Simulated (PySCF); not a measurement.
# Multinuclear NMR of C4H2F2O

Structure with atom numbers: `[F:1][c:2]1[cH:3][cH:4][c:5]([F:6])[o:7]1`. Hydrogens are named by the atom that carries them.

[PySCF: shielding tensors at PBE0/pcSseg-1 (GIAO); geometry from GFN2-xTB; in vacuum; a single conformation; equivalent nuclei averaged; no relativistic terms]

(1) What are the ¹⁹F shifts?

(2) What are the ¹⁷O shifts?

Results:

(1) 
```csv
atoms,environment,σ (ppm),δ (ppm)
F1/F6,aryl fluorine,296.9,-121.9
```

Shieldings were converted by a linear fit to measured shifts: ¹⁹F (scatter 6.0 ppm rms, 7.0 ppm with the 5 outliers that the fit left out vs CFCl3, solution or neat liquid, with a term for F on sp3 carbon). A few per cent of atoms miss by over 2 rms, more outside the fitted compound classes.

On a 300 MHz spectrometer ¹⁹F resonates near 282.3 MHz, so 1 ppm is 282.3 Hz.

(2) 
```csv
atoms,environment,σ (ppm),δ (ppm)
O7,aromatic ring oxygen,59.6,212.4
```

Shieldings were converted by a linear fit to measured shifts: ¹⁷O (scatter 10.7 ppm rms, 12.2 ppm with the 3 outliers that the fit left out vs liquid water, solution or neat liquid). Occasional misses reach two or three times the rms, and more in compound classes unlike the fitted ones.

On a 400 MHz spectrometer ¹⁷O resonates near 54.2 MHz, so 1 ppm is 54.2 Hz.
